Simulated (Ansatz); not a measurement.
A short molecular-dynamics run on BH3Te (`B[TeH]`).

```yaml
crystal:
  periodic: [false, false, false]
  atoms:
    - {symbol: B, position_ang: [-0.073654, -0.724495, 0.108585]}
    - {symbol: Te, position_ang: [1.047781, 0.984764, -0.365050]}
    - {symbol: H, position_ang: [-1.236815, -0.639541, 0.339662]}
    - {symbol: H, position_ang: [0.521858, -1.755776, 0.128633]}
    - {symbol: H, position_ang: [-0.209270, 2.061447, -0.253230]}
basis:
  gaussian: {orbitals: def2-SVP}
hamiltonian: {xc: {name: r2SCAN}, dispersion: d4}
md: {timestep: 0.5 fs, n_steps: 30, ensemble: nvt_langevin, temperature: 300, initial_velocities: maxwell_boltzmann, friction: 0.01, seed: 935}
```

```sh
$ ansatz run in.yaml --threads 2 --pin off --events-out ev --progress --plain --max-ram 4352MiB
```

```tsv
step	time (fs)	potential energy (eV)	kinetic (eV)	T (K)	conserved (eV)
0	0.0	-8019.6202	0.1551	240	–
1	0.5	-8019.6121	0.1364	211	–
2	1.0	-8019.5975	0.0970	150	–
3	1.5	-8019.5805	0.0732	113	–
4	2.0	-8019.5655	0.0531	82	–
5	2.5	-8019.5549	0.0429	66	–
6	3.0	-8019.5484	0.0379	59	–
7	3.5	-8019.5481	0.0390	60	–
8	4.0	-8019.5547	0.0448	69	–
9	4.5	-8019.5647	0.0595	92	–
10	5.0	-8019.5761	0.0828	128	–
11	5.5	-8019.5859	0.0981	152	–
12	6.0	-8019.5899	0.1052	163	–
13	6.5	-8019.5881	0.0987	153	–
14	7.0	-8019.5819	0.1005	155	–
15	7.5	-8019.5721	0.0880	136	–
16	8.0	-8019.5601	0.0829	128	–
17	8.5	-8019.5477	0.0764	118	–
18	9.0	-8019.5389	0.0604	93	–
19	9.5	-8019.5367	0.0486	75	–
20	10.0	-8019.5399	0.0502	78	–
21	10.5	-8019.5469	0.0626	97	–
22	11.0	-8019.5562	0.0802	124	–
23	11.5	-8019.5647	0.0871	135	–
24	12.0	-8019.5708	0.0928	144	–
25	12.5	-8019.5735	0.0964	149	–
26	13.0	-8019.5728	0.1077	167	–
27	13.5	-8019.5698	0.1182	183	–
28	14.0	-8019.5663	0.1243	192	–
29	14.5	-8019.5636	0.1224	189	–
30	15.0	-8019.5631	0.1295	200	–
```

Velocities are drawn at the set temperature; a run this short doesn't reach equilibrium.

Frames (Å, forces in eV/Å):

```xyz
5
time=0.0 fs
B    -0.074   -0.724    0.109    0.022    0.066   -0.014
Te    1.048    0.985   -0.365    0.262    0.068   -0.064
H    -1.237   -0.640    0.340   -0.311    0.024    0.062
H     0.522   -1.756    0.129    0.162   -0.261    0.003
H    -0.209    2.061   -0.253   -0.135    0.103    0.014
5
time=0.5 fs
B    -0.075   -0.726    0.108   -0.223    0.375    0.006
Te    1.048    0.985   -0.365    0.465   -0.123   -0.085
H    -1.243   -0.631    0.344   -0.151   -0.023    0.030
H     0.524   -1.743    0.122    0.260   -0.518    0.013
H    -0.195    2.053   -0.250   -0.351    0.289    0.035
5
time=1.0 fs
B    -0.077   -0.727    0.107   -0.458    0.649    0.029
Te    1.048    0.985   -0.365    0.654   -0.297   -0.105
H    -1.249   -0.622    0.348    0.007   -0.071   -0.001
H     0.526   -1.732    0.116    0.345   -0.742    0.022
H    -0.183    2.046   -0.247   -0.548    0.461    0.056
5
time=1.5 fs
B    -0.078   -0.728    0.106   -0.650    0.860    0.053
Te    1.048    0.985   -0.365    0.820   -0.447   -0.126
H    -1.255   -0.614    0.353    0.143   -0.114   -0.030
H     0.527   -1.724    0.109    0.407   -0.909    0.027
H    -0.172    2.040   -0.245   -0.720    0.611    0.076
5
time=2.0 fs
B    -0.080   -0.729    0.105   -0.767    0.989    0.074
Te    1.048    0.985   -0.365    0.952   -0.570   -0.144
H    -1.259   -0.606    0.357    0.247   -0.155   -0.054
H     0.530   -1.719    0.103    0.425   -0.996    0.030
H    -0.164    2.036   -0.243   -0.858    0.732    0.094
5
time=2.5 fs
B    -0.081   -0.730    0.104   -0.823    1.052    0.089
Te    1.048    0.985   -0.365    1.037   -0.657   -0.157
H    -1.262   -0.599    0.362    0.330   -0.193   -0.074
H     0.534   -1.716    0.097    0.406   -1.018    0.034
H    -0.158    2.033   -0.240   -0.950    0.815    0.107
5
time=3.0 fs
B    -0.083   -0.731    0.104   -0.806    1.057    0.093
Te    1.048    0.985   -0.365    1.091   -0.723   -0.165
H    -1.264   -0.593    0.366    0.373   -0.224   -0.085
H     0.539   -1.714    0.090    0.355   -0.985    0.038
H    -0.154    2.032   -0.238   -1.014    0.875    0.118
5
time=3.5 fs
B    -0.085   -0.731    0.104   -0.699    0.974    0.086
Te    1.048    0.985   -0.365    1.112   -0.762   -0.170
H    -1.265   -0.589    0.370    0.373   -0.246   -0.086
H     0.544   -1.716    0.083    0.259   -0.873    0.044
H    -0.151    2.032   -0.235   -1.045    0.907    0.127
5
time=4.0 fs
B    -0.087   -0.731    0.104   -0.529    0.813    0.074
Te    1.048    0.985   -0.365    1.074   -0.747   -0.170
H    -1.264   -0.585    0.374    0.350   -0.263   -0.082
H     0.551   -1.720    0.077    0.120   -0.689    0.051
H    -0.151    2.035   -0.231   -1.016    0.886    0.128
5
time=4.5 fs
B    -0.088   -0.731    0.103   -0.317    0.604    0.054
Te    1.048    0.985   -0.365    0.991   -0.689   -0.164
H    -1.262   -0.582    0.378    0.308   -0.276   -0.074
H     0.558   -1.726    0.070   -0.044   -0.460    0.060
H    -0.152    2.039   -0.226   -0.938    0.821    0.124
5
time=5.0 fs
B    -0.090   -0.730    0.103   -0.063    0.364    0.024
Te    1.048    0.985   -0.365    0.852   -0.578   -0.151
H    -1.260   -0.579    0.380    0.234   -0.284   -0.057
H     0.566   -1.734    0.064   -0.221   -0.207    0.072
H    -0.156    2.047   -0.220   -0.801    0.704    0.112
5
time=5.5 fs
B    -0.092   -0.729    0.102    0.192    0.125   -0.009
Te    1.048    0.986   -0.365    0.654   -0.417   -0.129
H    -1.258   -0.576    0.382    0.156   -0.289   -0.038
H     0.573   -1.743    0.059   -0.395    0.046    0.084
H    -0.163    2.058   -0.214   -0.607    0.535    0.091
5
time=6.0 fs
B    -0.095   -0.728    0.102    0.421   -0.096   -0.041
Te    1.048    0.986   -0.364    0.431   -0.239   -0.100
H    -1.256   -0.574    0.384    0.093   -0.292   -0.023
H     0.578   -1.752    0.053   -0.554    0.280    0.098
H    -0.171    2.070   -0.207   -0.390    0.346    0.066
5
time=6.5 fs
B    -0.097   -0.728    0.101    0.630   -0.278   -0.077
Te    1.049    0.986   -0.364    0.202   -0.059   -0.068
H    -1.255   -0.572    0.386    0.022   -0.290   -0.005
H     0.583   -1.760    0.047   -0.684    0.473    0.112
H    -0.181    2.082   -0.200   -0.171    0.154    0.038
5
time=7.0 fs
B    -0.099   -0.727    0.101    0.815   -0.413   -0.112
Te    1.049    0.986   -0.364   -0.024    0.119   -0.034
H    -1.253   -0.572    0.387   -0.061   -0.282    0.016
H     0.586   -1.766    0.043   -0.776    0.612    0.122
H    -0.191    2.095   -0.193    0.046   -0.037    0.007
5
time=7.5 fs
B    -0.101   -0.726    0.100    0.987   -0.507   -0.143
Te    1.049    0.986   -0.364   -0.231    0.287   -0.001
H    -1.251   -0.574    0.389   -0.161   -0.269    0.040
H     0.588   -1.769    0.039   -0.839    0.703    0.127
H    -0.201    2.109   -0.185    0.244   -0.213   -0.023
5
time=8.0 fs
B    -0.103   -0.725    0.100    1.141   -0.573   -0.172
Te    1.049    0.986   -0.364   -0.416    0.438    0.030
H    -1.247   -0.576    0.391   -0.269   -0.251    0.065
H     0.590   -1.770    0.035   -0.875    0.758    0.129
H    -0.210    2.122   -0.177    0.420   -0.372   -0.052
5
time=8.5 fs
B    -0.104   -0.724    0.099    1.238   -0.615   -0.191
Te    1.050    0.986   -0.364   -0.579    0.573    0.058
H    -1.245   -0.580    0.394   -0.347   -0.231    0.083
H     0.589   -1.771    0.032   -0.886    0.787    0.129
H    -0.218    2.135   -0.170    0.574   -0.513   -0.079
5
time=9.0 fs
B    -0.105   -0.723    0.098    1.230   -0.623   -0.191
Te    1.050    0.986   -0.364   -0.708    0.682    0.082
H    -1.245   -0.584    0.397   -0.354   -0.214    0.083
H     0.585   -1.771    0.028   -0.865    0.780    0.127
H    -0.225    2.146   -0.163    0.696   -0.626   -0.101
5
time=9.5 fs
B    -0.105   -0.722    0.098    1.130   -0.584   -0.174
Te    1.051    0.986   -0.364   -0.799    0.762    0.101
H    -1.247   -0.590    0.400   -0.308   -0.196    0.070
H     0.580   -1.768    0.025   -0.806    0.723    0.121
H    -0.229    2.155   -0.157    0.782   -0.706   -0.118
5
time=10.0 fs
B    -0.105   -0.722    0.097    0.973   -0.495   -0.147
Te    1.051    0.986   -0.364   -0.857    0.814    0.116
H    -1.250   -0.597    0.403   -0.237   -0.177    0.050
H     0.573   -1.764    0.023   -0.713    0.616    0.111
H    -0.231    2.161   -0.151    0.835   -0.758   -0.130
5
time=10.5 fs
B    -0.105   -0.721    0.097    0.769   -0.366   -0.111
Te    1.051    0.986   -0.364   -0.888    0.844    0.129
H    -1.253   -0.605    0.405   -0.151   -0.156    0.027
H     0.564   -1.758    0.022   -0.591    0.466    0.095
H    -0.230    2.166   -0.145    0.861   -0.787   -0.141
5
time=11.0 fs
B    -0.105   -0.721    0.096    0.518   -0.194   -0.063
Te    1.051    0.986   -0.364   -0.894    0.855    0.138
H    -1.257   -0.613    0.407   -0.056   -0.129    0.001
H     0.553   -1.750    0.021   -0.431    0.264    0.072
H    -0.228    2.168   -0.138    0.865   -0.797   -0.148
5
time=11.5 fs
B    -0.104   -0.720    0.096    0.231    0.017   -0.010
Te    1.052    0.986   -0.364   -0.880    0.852    0.144
H    -1.261   -0.622    0.409    0.044   -0.099   -0.026
H     0.540   -1.742    0.022   -0.244    0.018    0.045
H    -0.224    2.169   -0.131    0.849   -0.787   -0.153
5
time=12.0 fs
B    -0.104   -0.719    0.095   -0.072    0.245    0.044
Te    1.052    0.985   -0.364   -0.842    0.829    0.146
H    -1.266   -0.630    0.410    0.150   -0.067   -0.054
H     0.527   -1.733    0.021   -0.047   -0.249    0.017
H    -0.217    2.167   -0.125    0.811   -0.758   -0.154
5
time=12.5 fs
B    -0.103   -0.719    0.095   -0.371    0.481    0.095
Te    1.052    0.985   -0.364   -0.785    0.788    0.143
H    -1.270   -0.640    0.411    0.245   -0.030   -0.078
H     0.515   -1.725    0.020    0.158   -0.529   -0.011
H    -0.209    2.165   -0.119    0.753   -0.711   -0.149
5
time=13.0 fs
B    -0.103   -0.718    0.094   -0.640    0.735    0.136
Te    1.052    0.985   -0.364   -0.704    0.726    0.136
H    -1.273   -0.649    0.412    0.300    0.010   -0.090
H     0.502   -1.716    0.019    0.372   -0.829   -0.042
H    -0.199    2.161   -0.114    0.672   -0.643   -0.139
5
time=13.5 fs
B    -0.103   -0.717    0.094   -0.873    0.974    0.171
Te    1.052    0.985   -0.364   -0.587    0.636    0.121
H    -1.274   -0.658    0.411    0.327    0.052   -0.095
H     0.490   -1.709    0.018    0.573   -1.116   -0.074
H    -0.186    2.156   -0.108    0.559   -0.545   -0.123
5
time=14.0 fs
B    -0.103   -0.716    0.093   -1.045    1.152    0.195
Te    1.052    0.985   -0.364   -0.434    0.514    0.096
H    -1.275   -0.668    0.411    0.329    0.096   -0.091
H     0.479   -1.703    0.015    0.739   -1.348   -0.102
H    -0.171    2.149   -0.102    0.410   -0.415   -0.097
5
time=14.5 fs
B    -0.103   -0.714    0.093   -1.122    1.247    0.202
Te    1.052    0.985   -0.364   -0.257    0.363    0.064
H    -1.274   -0.677    0.411    0.290    0.142   -0.077
H     0.470   -1.700    0.013    0.853   -1.496   -0.126
H    -0.154    2.141   -0.097    0.236   -0.256   -0.064
5
time=15.0 fs
B    -0.104   -0.713    0.093   -1.094    1.230    0.189
Te    1.052    0.985   -0.364   -0.062    0.187    0.027
H    -1.272   -0.688    0.411    0.215    0.188   -0.052
H     0.464   -1.699    0.009    0.900   -1.531   -0.141
H    -0.137    2.133   -0.091    0.041   -0.074   -0.024
```

It took 32 s on 2 threads of an Arm Neoverse V1 on a shared host, with 0.28 GiB of host memory at the peak.
